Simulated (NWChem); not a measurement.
System: CH₅AlClN; SMILES C[NH][AlH][Cl]

```xyz
9

Al     0.5801    -0.1200     0.0000
Cl    -0.3769    -2.0130     0.0000
H      2.1589     0.0179     0.0000
N     -0.4706     1.3187     0.0000
C     -0.0732     2.7172     0.0000
H     -1.4884     1.1995     0.0000
H     -0.4379     3.2692     0.8967
H     -0.4379     3.2692    -0.8967
H      1.0335     2.8017     0.0000
```
Atoms are numbered in this order, from 1.

Level: PBE-D3(BJ)/def2-SVP (NWChem), optimised geometry, unscaled harmonic frequencies. 

```csv
frequency (cm⁻¹),IR intensity (km/mol)
113,0.2
119,2.6
183,2.6
261,6.6
438,137.7
511,35.3
562,37.5
642,163.8
736,75.8
1043,29.2
1097,0.2
1132,95.8
1335,40.9
1400,26.8
1412,2.2
1445,4.1
1935,114.3
2921,103.8
2978,36.0
3035,17.5
3495,17.1
```

The zero-point energy is 38.3 kcal/mol. The thermal correction to the enthalpy at 298.15 K (with zero-point energy) comes out as 42.8 kcal/mol. The heat capacity Cv is 20.2 cal/(mol K) and the entropy at 298.15 K and 1 atm (symmetry number 1) is 78.8 cal/(mol K). The dipole moment is 2.23 D.

Rigid rotor and harmonic oscillator.
